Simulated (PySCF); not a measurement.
## Spin states and ions at one geometry of [ReOCl6]−

PySCF 2.14.0, RKS TPSS, Re def2-SVP with ECP60, O def2-SVP, Cl def2-SVP; non-relativistic Hamiltonian with scalar-relativistic core potentials where named; density fitting; no spin-orbit coupling; singlets restricted, open shells unrestricted. The geometry is relaxed for charge -1, singlet, vacuum:

```xyz
8

Re    0.0000    0.0000    0.1854
O     0.0000    0.0000    1.8933
Cl    0.0000    0.0000   -2.2109
Cl    2.4529    0.0000    0.0901
Cl    0.7580    2.3328    0.0901
Cl   -1.9844    1.4418    0.0901
Cl   -1.9844   -1.4417    0.0901
Cl    0.7580   -2.3328    0.0901
```

Energies count from the relaxed state; an electron taken off or put on is at rest in vacuum. Charges and spins are Mulliken's.

```json
{"state": "charge -1, singlet, vacuum", "energy (eV)": "0.00", "spin squared": "0.00", "charge on Re1 (e)": "0.49", "spin on Re1 (e)": "0.00", "dipole about the centre of mass (D)": "0.80"}
{"state": "charge -1, triplet, vacuum", "energy (eV)": "0.90", "spin squared": "2.00", "charge on Re1 (e)": "0.44", "spin on Re1 (e)": "0.63", "dipole about the centre of mass (D)": "0.93"}
```

Problem. What does the state charge 0, doublet, vacuum give?

Solution. energy (eV) 4.29, spin squared 0.75, charge on Re1 (e) 0.52, spin on Re1 (e) -0.04, dipole about the centre of mass (D) 0.54.

With an electron taken off (doublet) the charges change, summed by element, by Re +0.02 e, O +0.05 e, Cl +0.92 e. The vertical ionisation energy is 4.29 eV, against −ε(HOMO) = 1.78 eV of the relaxed state. The level lies 2.5 eV too high, as is usual for semilocal functionals and global hybrids, which keep a self-interaction error.

Open shells may have lower solutions than those found. A restricted singlet can lie too high where a spin-broken solution exists, which wasn't tested: charge -1, singlet, vacuum. The basis has no diffuse functions, which an anion needs.

No frequency check is given that shows the relaxed geometry to be a minimum. The gap of the closed shell is small, and it wasn't tested for a lower spin-broken solution at this geometry.
